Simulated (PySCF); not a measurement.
The molecule InF, closed-shell singlet (the spin of the measured ground state). No spin–orbit coupling.

Seven points along R, fitted to fifth degree in 1/R; most abundant isotopes. Runs in def2 and cc sets follow the lowest solution found near the PBE0 minimum. The singlet is held restricted.

Rows in 3-21G carry no dispersion term and start afresh at each structure; the Pople sets are all-electron and without relativity.

Run with PySCF for 3-21G rows. Values without a source in brackets are computed.

Energies at HF/3-21G:

```json
[
 {"R (Å)": "1.854329", "E (hartree)": "-5813.68488907"},
 {"R (Å)": "1.904177", "E (hartree)": "-5813.68779666"},
 {"R (Å)": "1.950037", "E (hartree)": "-5813.68795914"},
 {"R (Å)": "2.001878", "E (hartree)": "-5813.68591158"},
 {"R (Å)": "2.053720", "E (hartree)": "-5813.68206356"},
 {"R (Å)": "2.113537", "E (hartree)": "-5813.67598783"},
 {"R (Å)": "2.183323", "E (hartree)": "-5813.66737001"}
]
```

Q: With a reduced mass of 16.3029 u, find the minimum, the force constant and the constants.

A: A fifth-degree polynomial in 1/R puts the minimum at r_e = 1.9302 Å with force constant 430 N/m. Then ω_e = (1/2πc)√(k/μ) = 669 cm⁻¹ and B_e = h/(8π²cμr_e²) = 0.2775 cm⁻¹; the cubic and quartic terms give α_e = 0.0017 and ω_e x_e = 2.9 cm⁻¹.
